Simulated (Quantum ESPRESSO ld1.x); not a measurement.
Values are calculated unless marked as measured or tabulated.
These are the eigenvalues of the occupied orbitals of an atom or ion with whole-number occupations (eV). Level of theory: non-relativistic Kohn-Sham, LDA (Slater exchange, Perdew-Wang correlation), spin-polarised, spherical densities, point nucleus (ld1.x of Quantum ESPRESSO 7.5).

| orbital | eigenvalue |
|---|---|
| 1s | -2148.47 |
| 2s | -247.199 |
| 2p | -199.794 |

Which element is it, and in what charge state? The configuration may be excited. Open shells, if any, are filled with parallel spins first.

Answer. Z = 15, phosphorus, charge +5: P5+ in [Ne]. The list shows which subshells hold electrons but not how many an open one holds; the 1s level, -78.955 hartree, gives Z - s = 12.6 by -(Z - s)^2/2, which with screening narrows Z to a few neighbours, and the depths of the outer levels then fix element, charge and occupations together.
